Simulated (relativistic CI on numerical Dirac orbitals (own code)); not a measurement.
**Crystal-field levels of Ni3+, 3d7**

Calculated by Dirac-Coulomb-Breit CI, orbitals from a KLI potential per configuration, model QED (radiative potential, 1s self-energy scaled to tabulated hydrogen-like ionisation energies), valence Slater integrals scaled by 0.8, one configuration in a parametric crystal field (own radial code).

Field parameters in Wybourne normalisation: D3d B²₀ = −7Dσ, B⁴₀ = −14Dq − 21Dτ, B⁴₃ = −14√(10/7) Dq. The field is a parameter set, without covalency.

S is read from ⟨S²⟩ = S(S + 1).

Levels (cm⁻¹, degeneracy): 0 (2), 15 (2), 2751 (2), 3051 (2), 3350 (2), 3705 (2), 8206 (2), 8281 (2), 13863 (2), 13911 (2), 15630 (2), 15706 (2).

Problem. Which field gives this pattern?
A. D3d, 10Dq = 15350, Dσ = 330, Dτ = -140 cm⁻¹
B. D3d, 10Dq = 15350, Dσ = 980, Dτ = -140 cm⁻¹
C. D3d, 10Dq = 15350, Dσ = 110, Dτ = -140 cm⁻¹
D. D3d, 10Dq = 15350, Dσ = -1200, Dτ = -140 cm⁻¹

Solution. D. D3d, 10Dq = 15350, Dσ = -1200, Dτ = -140 cm⁻¹, ground level with S = 1.50.
